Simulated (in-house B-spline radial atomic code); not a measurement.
RPA and G0W0 for Si3+, [Ne] 3s1, highest spin, as one setting changes: the highest l of the empty states. Start: r2SCAN. A dash marks a level of low quasi-particle weight. Computed with an all-electron radial atomic-structure program (B-spline basis): all electrons, non-relativistic, point nucleus, each spin shell either full or empty, empty states to the listed l with an (l + 1/2)⁻⁴ tail; G0W0 by contour deformation at full frequency.

```csv
highest l of the empty states,RPA summed (Eh),RPA extrapolated (Eh),G0W0 level (eV)
3,-0.5807,-0.64063,3s up -45.96
4,-0.61376,-0.64922,3s up -45.95
5,-0.62677,-0.6449,3s up -45.95
6,-0.63289,-0.64339,3s up -45.95
7,?,?,?
8,-0.63798,-0.6424,3s up -45.95
9,?,?,?
10,-0.63986,-0.64207,3s up -45.95
11,-0.64034,-0.64199,3s up -45.95
```

Question: What belongs in the row for 7?

Answer: RPA summed (Eh): -0.63612; RPA extrapolated (Eh): -0.64273; G0W0 level (eV): 3s up -45.95.

Question: What belongs in the row for 9?

Answer: RPA summed (Eh): -0.63912; RPA extrapolated (Eh): -0.6422; G0W0 level (eV): 3s up -45.95.
